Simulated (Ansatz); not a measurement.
AlClH7NSi2 (`[NH2][AlH][SiH2][SiH2]Cl`), relaxed with RKS PBE0-D4/def2-TZVP in Ansatz from a PBE-D4/def2-SVP geometry. The force threshold is 0.005 eV/Å; the program also tests the step.

Total charge 0; spin multiplicity 1.

Start:

```xyz
12

N     0.227    1.814   -1.369
Al    1.195    0.318   -1.435
Si    0.363   -1.472    0.029
Si   -0.895   -0.484    1.750
Cl   -2.332    0.767    0.834
H     0.405    2.677   -1.889
H    -0.630    1.899   -0.812
H     2.493    0.265   -2.366
H     1.448   -2.301    0.679
H    -0.564   -2.432   -0.679
H    -0.049    0.390    2.638
H    -1.661   -1.441    2.622
```

Question: How much energy does the relaxation release, and in how many steps? (An estimate is asked.)

Answer: Computed: 1.09 kcal/mol, in 8 steps.

Question: Which bonds change most? (An estimate is asked.)

Answer: The calculation gave: Si4–Cl5 from 2.113 to 2.078 Å; N1–Al2 from 1.782 to 1.763 Å; Si4–H11 from 1.506 to 1.486 Å; Si4–H12 from 1.505 to 1.485 Å.

Question: Give the relaxed structure. (Best estimate.)

Answer: Ansatz gave: 
```xyz
12

N     0.251    1.834   -1.414
Al    1.175    0.333   -1.431
Si    0.348   -1.443    0.043
Si   -0.915   -0.511    1.772
Cl   -2.360    0.724    0.932
H     0.460    2.655   -1.959
H    -0.585    1.974   -0.867
H     2.458    0.235   -2.356
H     1.439   -2.240    0.681
H    -0.540   -2.408   -0.671
H    -0.086    0.343    2.660
H    -1.645   -1.496    2.611
```
